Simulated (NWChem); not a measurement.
A series in which one site is exchanged, each optimised at PBE0/def2-SVP with NWChem, gas phase unless a solvent is named. All stand in one matching conformer (torsions within 35°), which need not be the lowest. 

A: [OH][AlH][OH] (AlH$_{3}$O$_{2}$; site = H)
B: [OH][Al]([OH])[F] (AlH2O2F; site = F)
C: [OH][Al]([Cl])[OH] (AlH₂O₂Cl; site = Cl)

```csv
quantity,A,B,C
"dipole (D), PBE0/def2-SVP",1.46,2.07,…
"highest harmonic frequency (cm⁻¹), PBE0/def2-SVP",3993,3995,…
"lowest singlet excitation, PBE0/def2-SVPD, TDA (eV)",7.32,6.94,…
```

Complete the blanks.


- dipole (D), PBE0/def2-SVP, C: 2.03
- highest harmonic frequency (cm⁻¹), PBE0/def2-SVP, C: 3990
- lowest singlet excitation, PBE0/def2-SVPD, TDA (eV), C: 6.97
